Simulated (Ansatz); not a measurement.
A run for Ansatz (a program for electronic structure): R-CCSD(T)/def2-SVP on CH3FOSn (SMILES C[O][Sn][F]), a point of a torsion scan. Elements past Kr take the def2 small-core potentials; no spin–orbit coupling. The run froze 12 orbitals, filled d shells among them.

Ansatz 0.2 input:
```yaml
crystal:
  periodic: [false, false, false]
  atoms:
    - {symbol: C, position_ang: [-0.88207919, -0.24649309, 0.19546006]}
    - {symbol: O, position_ang: [-0.61187275, 1.13650581, 0.13104650]}
    - {symbol: Sn, position_ang: [-0.84448273, 3.07160210, -0.30975164]}
    - {symbol: F, position_ang: [-2.71558148, 3.23511705, -1.23593464]}
    - {symbol: H, position_ang: [-0.30124523, -0.77011130, -0.56616432]}
    - {symbol: H, position_ang: [-1.94212355, -0.44235348, 0.02864545]}
    - {symbol: H, position_ang: [-0.59799537, -0.62127443, 1.18151511]}
basis:
  gaussian:
    orbitals: def2-SVP
magnetization: {spin_polarized: false}
correlation: {method: ccsd_t, electrons: outside_noble_gas}
scf: {lower_state_search: off}
```

Program output:

```
WARN ansatz: RAYON_NUM_THREADS=1 ignored (pool sized by the plan → 1); use --threads N
Functional definition: HF
these checks for a lower state are left out or cut short: stability, starts, cluster_reference, orbital_swaps, neighbouring_geometries, increment
integrals: 0.08 GiB planned
897 factors; integrals over basis functions are off by at most 1.3e-3 eV
mean field: 0.22 GiB planned
mean field evaluation 1: about -11618.1092 eV, gradient 4.5e1 eV
mean field evaluation 2: about -11618.2174 eV, gradient 4.6e1 eV
mean field evaluation 4: about -11622.5433 eV, gradient 2.8e0 eV
mean field evaluation 8: about -11622.6009 eV, gradient 4.4e-1 eV
mean field -11622.60196574 eV, -427.1227441585 hartree, gradient 4.0e-6 eV, S^2 0.000000; 0 other end points of the search recorded, 0 dependent functions left out
12 core orbitals not correlated, not the lowest: weight in the atoms' cores, before any rotation towards them, 0.816 or more for the frozen orbitals, at most 0.183 for the correlated occupied ones
reference -11622.60196574 eV, -427.1227441585 hartree; 12, 12 occupied and 59, 59 virtual orbitals, 897 factors
second order -15.96149866 eV of doubles, -0.00000000 eV of singles
coupled cluster: 0.22 GiB planned
cycle   1  -16.03305525 eV  change   -7.2e-2 eV  update   1.4e-1
cycle   2  -16.49687420 eV  change   -4.6e-1 eV  update   5.1e-2
cycle   3  -16.67388553 eV  change   -1.8e-1 eV  update   3.1e-2
cycle   4  -16.67088931 eV  change    3.0e-3 eV  update   1.0e-2
cycle   5  -16.66135382 eV  change    9.5e-3 eV  update   5.0e-3
cycle   6  -16.66223172 eV  change   -8.8e-4 eV  update   2.1e-3
cycle   7  -16.66270020 eV  change   -4.7e-4 eV  update   7.2e-4
cycle   8  -16.66241047 eV  change    2.9e-4 eV  update   3.4e-4
cycle   9  -16.66244483 eV  change   -3.4e-5 eV  update   1.2e-4
cycle  10  -16.66254586 eV  change   -1.0e-4 eV  update   5.8e-5
cycle  11  -16.66249793 eV  change    4.8e-5 eV  update   2.1e-5
cycle  12  -16.66250525 eV  change   -7.3e-6 eV  update   1.0e-5
perturbative correction -0.41920464 eV, -0.0154054863 hartree
Total energy: -11639.68367563 eV, -427.7504854184 hartree
Checks for a lower state left out: stability, starts, cluster_reference, orbital_swaps, neighbouring_geometries, increment
```

Self-consistency was reached.

Cost: roughly 5 core-seconds.
